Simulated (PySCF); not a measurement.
## ¹⁷O chemical shifts

PySCF calculation with GIAO PBE0/pcSseg-1 shieldings and GFN2-xTB structure; non-relativistic, gas phase, rapidly exchanging positions averaged, one conformer.

Shieldings were converted by a linear fit to measured shifts: ¹⁷O: δ = 266.70 − 0.911σ (rms 10.7 ppm, 155 shifts, 12.2 ppm with the 3 outliers that the fit left out vs liquid water, solution or neat liquid). A few per cent of atoms miss by over 2 rms, more outside the fitted compound classes.

Q: Give the ¹⁷O shifts of `O=C(Cl)c1cc([SiH3])co1`, `O=C(Cl)/C=C\C(F)(F)F`, `COCC(=O)N[SiH2][SiH3]`.

A: 
| compound | environment | δ (ppm) |
| --- | --- | --- |
| [O:1]=[C:2]([Cl:3])[c:4]1[cH:5][c:6]([SiH3:7])[cH:8][o:9]1 | O1: carbonyl oxygen | 452.7 |
| [O:1]=[C:2]([Cl:3])[c:4]1[cH:5][c:6]([SiH3:7])[cH:8][o:9]1 | O9: aromatic ring oxygen | 258.7 |
| O=C(Cl)/C=C\C(F)(F)F | carbonyl oxygen | 520.6 |
| [CH3:1][O:2][CH2:3][C:4](=[O:5])[NH:6][SiH2:7][SiH3:8] | O5: amide-type carbonyl oxygen | 328.2 |
| [CH3:1][O:2][CH2:3][C:4](=[O:5])[NH:6][SiH2:7][SiH3:8] | O2: ether oxygen | -19.7 |

Q: Match the shifts 545.2, 367.2, 253.3, 63.2 ppm to `N#CCO/C(=C\F)CCl`, `C#CC[C@](F)([SiH2]C)C(C)=O`, `N#CSc1ccco1`, `C=C(C)C(=O)F`.

A: 545.2: C#CC[C@](F)([SiH2]C)C(C)=O (ketone oxygen); 367.2: C=C(C)C(=O)F (carbonyl oxygen); 253.3: N#CSc1ccco1 (aromatic ring oxygen); 63.2: N#CCO/C(=C\F)CCl (ether oxygen).

In solution the two oxygens of a carboxylic acid give one averaged line by proton exchange, and hydrogen bonding shields acid and N–H amide carbonyl oxygens by tens of ppm; neither is in these numbers.
